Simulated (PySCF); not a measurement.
# Computed data sheet: `C=COC(=O)CC(=C)C`

Compound: C₇H₁₀O₂.
SMILES with atom numbers: `[CH2:1]=[CH:2][O:3][C:4](=[O:5])[CH2:6][C:7](=[CH2:8])[CH3:9]` (hydrogens: H10, H11 on C1; H12 on C2; H13, H14 on C6; H15, H16 on C8; H17, H18, H19 on C9)

Cartesian coordinates in Å at the PBE0-D3(BJ)/def2-SVP level; atoms count from 1:
```
atom  x, y, z in Å
C1     4.3989   -0.4963   -0.3347
C2     3.2255   -0.3094    0.2604
O3     2.0949   -0.1158   -0.4871
C4     0.9144    0.0635    0.1551
O5     0.8045    0.0658    1.3487
C6    -0.1889    0.2457   -0.8567
C7    -1.5283    0.5838   -0.2635
C8    -2.0873    1.7770   -0.4887
C9    -2.1858   -0.4830    0.5574
H10    5.2938   -0.6494    0.2691
H11    4.4885   -0.4994   -1.4230
H12    3.0620   -0.2929    1.3406
H13   -0.2386   -0.6950   -1.4355
H14    0.1450    1.0142   -1.5707
H15   -1.5851    2.5379   -1.0930
H16   -3.0654    2.0335   -0.0728
H17   -2.3288   -1.4016   -0.0371
H18   -1.5516   -0.7462    1.4180
H19   -3.1666   -0.1579    0.9305
```

Some functional groups and rings: ester and C=C double bond.

PBE0-D3(BJ)/def2-SVP geometry optimisation, gas phase (PySCF):

- Point group: C1
- Rotational constants A, B, C: 4.675, 0.747, 0.701 GHz

From PBE0/def2-SVPD ground state and vertical TDDFT (core frozen in the response) (PySCF):

- Dipole moment: 1.57 D
- HOMO energy: -7.32 eV
- LUMO energy: -0.59 eV
- HOMO–LUMO gap: 6.73 eV
- Lowest singlet excitation: 5.56 eV (223 nm, f = 0.005)
- Strongest line among the 6 lowest singlet transitions: S3 at 6.19 eV (200 nm, f = 0.287)
- Static isotropic polarisability: 95.7 au
- Electronic spatial extent ⟨r²⟩ about the centre of nuclear charge: 1672 bohr²

Monoisotopic mass (most abundant isotopes): 126.0681 u.

The rotational constants make it an asymmetric top with κ = (2B − A − C)/(A − C) = -0.98, nearer the prolate limit (−1). The largest Löwdin shares of the HOMO are 0.30 on C8, 0.25 on C7, 0.06 on C1 and 0.06 on C9. With B = h/(8π²I), that is 505.379 GHz u Å² over I, the principal moments of inertia are 108.1, 676.7 and 720.9 u Å² (most abundant isotopes); the inertial defect Ic − Ia − Ib is -63.9 u Å² (zero for a rigid planar frame, negative otherwise). A dipole of 1.57 D is allowed in C1, and pure rotational transitions are dipole-allowed. No computed singlet falls in the visible range (750 to 380 nm, 1.65 to 3.26 eV); S1 lies 2.30 eV above its blue end.

One conformer stands for the species.
